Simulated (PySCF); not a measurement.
## Deuteron quadrupole couplings in Cu(PH3)(SiH3)

Cu(PH3)(SiH3) (singlet state).
Geometry (PBE0-D3(BJ)/def2-SVP, Å), atoms numbered from 1 in this order:
```
atom  x, y, z in Å
Cu1    0.009    0.020   -0.008
P2     0.001   -0.009    2.252
H3     0.810   -0.952    2.940
H4    -1.214   -0.266    2.941
H5     0.392    1.143    2.984
Si6    0.003    0.017   -2.306
H7     1.320    0.388   -2.940
H8    -0.983    0.972   -2.933
H9    -0.337   -1.314   -2.929
```

Level: PBE0/pcSseg-1 (pcSseg-2 on Cu) (PySCF, non-relativistic); Q(2H) = 0.00286 b; rigid geometry, the same for H and D, with no vibrational averaging.

Problem. What are Vzz, η and χzz (234.96 MHz × Q × Vzz) at all hydrogens?

Solution. 
```tsv
atom	bonded to	bond length (Å)	Vzz (au)	η	χzz (kHz)
H3	P2	1.420	0.1715	0.06	115
H4	P2	1.420	0.1715	0.06	115
H5	P2	1.420	0.1715	0.06	115
H7	Si6	1.509	0.1393	0.04	94
H8	Si6	1.509	0.1393	0.04	94
H9	Si6	1.509	0.1393	0.04	94
```

Problem. Average by the element that carries the hydrogen.

Solution. on P: 115 kHz over 3 positions, mean bond length 1.420 Å; on Si: 94 kHz over 3 positions, mean bond length 1.509 Å.

Isolated species at its PBE0-D3(BJ)/def2-SVP geometry, gas phase. With so small a basis the couplings can be 20 % off.
